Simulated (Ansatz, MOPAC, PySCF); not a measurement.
Molecule: PbH$_{3}$ (charge 0, doublet). SMILES: [PbH3]
Geometry: optimised at B3LYP-D3(BJ)/def2-TZVP (Ansatz, an electronic-structure program).

Unscaled harmonic wavenumbers (cm⁻¹) in rising order, each level at the stationary point that it reaches from this structure (no distance between atoms moves by over 0.3 Å); the order of modes can differ between levels, and a negative number is imaginary. B3LYP-D3(BJ)/def2-TZVP (PySCF, at the structure above): 612, 612, 635, 1622, 1713, 1713.

AM1 (MOPAC): 533, 594, 594, 1842, 1855, 1855. Zero-point energy 10.4 against 9.9 kcal/mol; where all levels lie over 400 cm⁻¹, the wavenumbers are on average 1.013 times those of B3LYP-D3(BJ)/def2-TZVP.

PM6 (MOPAC): 417, 674, 674, 1936, 1936, 1942. Zero-point energy 10.8 against 9.9 kcal/mol; where all levels lie over 400 cm⁻¹, the wavenumbers are on average 1.051 times those of B3LYP-D3(BJ)/def2-TZVP.

HF/6-31G* with LANL2DZ past Ar (Ansatz): 729, 744, 744, 1812, 1850, 1850. Zero-point energy 11.1 against 9.9 kcal/mol; where all levels lie over 400 cm⁻¹, the wavenumbers are on average 1.143 times those of B3LYP-D3(BJ)/def2-TZVP.

B3LYP/6-31G* with LANL2DZ past Ar (Ansatz): 671, 671, 679, 1651, 1729, 1729. Zero-point energy 10.2 against 9.9 kcal/mol; where all levels lie over 400 cm⁻¹, the wavenumbers are on average 1.050 times those of B3LYP-D3(BJ)/def2-TZVP.
